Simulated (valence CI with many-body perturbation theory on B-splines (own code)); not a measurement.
**E1 line list for Sb XXXIX**

Level of theory: valence CI with perturbative core correlation (CI+MBPT): three valence electrons over a frozen Dirac-Fock core [Ne], radial functions for each j: 11 s, 11 p, 9 d, 7 f, 5 g, 2 h, 1 i, with the one-electron correlation potential Σ1 (screened to all orders), the two-electron term Σ2, the three-electron term Σ3, Breit, model QED; selected single and double excitations, second order for the rest (own B-spline code, finite nucleus).

The last digits are not significant, and no measured levels were compared; by estimate large intervals hold to a few tenths of a per cent, small ones and those within an open d or f shell to about a per cent.

Lines 101 to 150 of 264 in falling wavelength, among levels below 38.372 Ry, chosen from the strongest by gf and those to the six lowest levels. Wavelengths and rates use the calculated energies. Electric multipoles are in the length gauge, E1 and E2 with the static RPA response of the core. Weak lines are less certain than strong ones. Lines between different terms over intervals too small for the method are left out, as are lines whose strength nearly cancels. The highest levels of a list are the least certain.

Levels are named by their leading jj configuration (3d3/2^4 stands for four electrons in 3d with j = 3/2), which in mixed levels can hold well under half, so a name can repeat and another be missing. Letters in brackets count levels of one name in rising energy.

```csv
λ vac (Å),Upper,Lower,A (s⁻¹),S (a.u.) with core polarisation,S without
76.74,(3p1/2 3p3/2^2) J=5/2,(3s 3p1/2 3p3/2) J=3/2 [b],1.10e+11,1.48e-01,1.51e-01
76.48,(3s 3d3/2 3d5/2) J=3/2 [b],(3s 3p3/2 3d3/2) J=5/2 [a],2.53e+10,2.23e-02,2.28e-02
76.44,(3s 3d3/2 3d5/2) J=3/2 [b],(3s 3p3/2 3d3/2) J=3/2 [a],7.71e+10,6.80e-02,6.94e-02
76.06,(3s 3p3/2 3d3/2) J=3/2 [b],(3s^2 3d3/2) J=3/2,8.27e+10,7.18e-02,7.33e-02
75.95,(3s 3d3/2 3d5/2) J=5/2 [b],(3s 3p3/2 3d3/2) J=7/2,4.36e+10,5.66e-02,5.78e-02
75.70,(3p1/2 3p3/2 3d3/2) J=3/2 [a],(3s 3p1/2 3d3/2) J=5/2,3.89e+10,3.33e-02,3.40e-02
75.59,(3p1/2 3p3/2 3d3/2) J=5/2 [b],(3s 3p1/2 3d3/2) J=3/2 [b],4.55e+10,5.82e-02,5.94e-02
75.45,(3s^2 3d5/2) J=5/2,(3s^2 3p3/2) J=3/2,1.69e+11,2.15e-01,2.20e-01
75.23,(3s 3p1/2 3p3/2) J=3/2 [b],(3s^2 3p1/2) J=1/2,6.24e+10,5.25e-02,5.36e-02
75.22,(3s 3d3/2 3d5/2) J=5/2 [b],(3s 3p3/2 3d3/2) J=5/2 [a],9.60e+10,1.21e-01,1.23e-01
75.12,(3p1/2 3p3/2 3d3/2) J=5/2 [a],(3s 3p1/2 3d3/2) J=3/2 [a],3.05e+10,3.82e-02,3.90e-02
75.08,(3p1/2 3p3/2^2) J=3/2 [a],(3s 3p1/2 3p3/2) J=3/2 [a],6.70e+10,5.60e-02,5.71e-02
75.06,(3p1/2 3p3/2 3d3/2) J=5/2 [b],(3s 3p1/2 3d5/2) J=5/2 [a],2.69e+10,3.37e-02,3.44e-02
74.76,(3p1/2 3p3/2 3d3/2) J=7/2,(3s 3p1/2 3d3/2) J=5/2,7.56e+10,1.25e-01,1.27e-01
74.70,(3p1/2 3p3/2 3d5/2) J=5/2 [a],(3s 3p1/2 3d5/2) J=7/2,1.55e+10,1.91e-02,1.95e-02
74.53,(3s 3d5/2^2) J=9/2,(3s 3p3/2 3d5/2) J=9/2,1.17e+11,2.39e-01,2.44e-01
74.48,(3s 3p3/2 3d3/2) J=3/2 [b],(3s 3p3/2^2) J=5/2,2.40e+10,1.96e-02,2.00e-02
74.36,(3s 3p1/2 3d5/2) J=5/2 [b],(3s 3p1/2 3p3/2) J=3/2 [a],2.16e+10,2.63e-02,2.68e-02
73.99,(3p1/2 3p3/2^2) J=1/2,(3s 3p1/2 3p3/2) J=3/2 [b],1.45e+11,5.78e-02,5.90e-02
73.94,(3p1/2^2 3p3/2) J=3/2,(3s 3p1/2^2) J=1/2,3.79e+10,3.03e-02,3.09e-02
73.75,(3s 3p3/2 3d5/2) J=3/2 [b],(3s^2 3d5/2) J=5/2,1.53e+11,1.21e-01,1.24e-01
73.70,(3p1/2 3p3/2 3d5/2) J=3/2 [a],(3s 3p1/2 3d3/2) J=3/2 [b],2.86e+10,2.26e-02,2.31e-02
73.50,(3p1/2 3p3/2^2) J=3/2 [b],(3s 3p1/2 3p3/2) J=3/2 [b],7.90e+10,6.19e-02,6.32e-02
73.35,(3p1/2 3p3/2 3d3/2) J=1/2 [b],(3s 3p1/2 3d3/2) J=1/2,5.68e+10,2.21e-02,2.26e-02
73.19,(3p1/2 3p3/2 3d5/2) J=3/2 [a],(3s 3p1/2 3d5/2) J=5/2 [a],3.32e+10,2.57e-02,2.63e-02
73.19,(3s 3p3/2 3d5/2) J=7/2 [a],(3s 3p3/2^2) J=5/2,9.22e+10,1.43e-01,1.46e-01
73.05,(3s 3p3/2 3d5/2) J=5/2 [b],(3s^2 3d5/2) J=5/2,1.47e+11,1.69e-01,1.73e-01
73.03,(3p3/2^3) J=3/2,(3s 3p3/2^2) J=3/2,3.67e+11,2.82e-01,2.88e-01
72.94,(3p3/2^2 3d5/2) J=7/2,(3s 3p3/2 3d5/2) J=9/2,1.74e+10,2.67e-02,2.73e-02
72.90,(3p1/2 3p3/2 3d5/2) J=5/2 [a],(3s 3p1/2 3d3/2) J=3/2 [b],1.67e+10,1.92e-02,1.96e-02
72.86,(3p1/2 3p3/2 3d3/2) J=3/2 [a],(3s 3p1/2 3d3/2) J=3/2 [a],6.94e+10,5.30e-02,5.41e-02
72.12,(3s 3p3/2 3d3/2) J=5/2 [b],(3s^2 3d3/2) J=3/2,2.93e+11,3.26e-01,3.33e-01
72.09,(3p1/2 3p3/2 3d3/2) J=1/2 [a],(3s 3p1/2 3d3/2) J=3/2 [a],1.43e+11,5.30e-02,5.41e-02
71.83,(3p1/2 3p3/2 3d5/2) J=7/2 [b],(3s 3p1/2 3d5/2) J=7/2,2.54e+10,3.72e-02,3.80e-02
71.62,(3s 3p1/2 3p3/2) J=1/2,(3s^2 3p1/2) J=1/2,2.43e+11,8.80e-02,8.98e-02
71.49,(3s 3p3/2 3d3/2) J=1/2 [b],(3s^2 3d3/2) J=3/2,2.29e+11,8.27e-02,8.44e-02
71.43,(3s 3p3/2^2) J=1/2,(3s^2 3p3/2) J=3/2,1.73e+11,6.22e-02,6.36e-02
71.00,(3p3/2^3) J=3/2,(3s 3p3/2^2) J=1/2,8.65e+10,6.11e-02,6.24e-02
70.45,(3p1/2 3p3/2^2) J=5/2,(3s 3p1/2 3p3/2) J=5/2,1.98e+10,2.05e-02,2.10e-02
70.12,(3p1/2 3p3/2 3d5/2) J=3/2 [b],(3s 3p1/2 3d5/2) J=5/2 [b],2.66e+10,1.81e-02,1.85e-02
69.49,(3s 3p3/2^2) J=3/2,(3s^2 3p3/2) J=3/2,3.46e+11,2.29e-01,2.34e-01
68.53,(3p1/2 3p3/2 3d3/2) J=5/2 [b],(3s 3p1/2 3d3/2) J=5/2,2.58e+10,2.46e-02,2.51e-02
68.35,(3s 3p1/2 3d3/2) J=3/2 [a],(3s 3p1/2^2) J=1/2,1.16e+10,7.30e-03,7.45e-03
68.00,(3s 3p3/2 3d3/2) J=3/2 [a],(3s 3p1/2 3p3/2) J=3/2 [b],1.01e+07,6.28e-06,6.35e-06
67.97,(3s 3p3/2 3d3/2) J=5/2 [a],(3s 3p1/2 3p3/2) J=3/2 [b],6.31e+09,5.86e-03,5.99e-03
67.76,(3s 3p3/2 3d3/2) J=1/2 [a],(3s 3p1/2 3p3/2) J=3/2 [b],6.20e+09,1.90e-03,1.94e-03
67.71,(3p1/2 3p3/2^2) J=3/2 [b],(3s 3p1/2 3p3/2) J=5/2,3.27e+09,2.00e-03,2.05e-03
67.56,(3s 3p3/2 3d5/2) J=1/2,(3s^2 3d3/2) J=3/2,7.43e+10,2.26e-02,2.31e-02
67.43,(3p3/2^3) J=3/2,(3s^2 3d5/2) J=5/2,3.11e+10,1.89e-02,1.93e-02
67.43,(3p1/2 3p3/2 3d3/2) J=3/2 [a],(3p1/2^2 3p3/2) J=3/2,2.98e+10,1.81e-02,1.84e-02
```
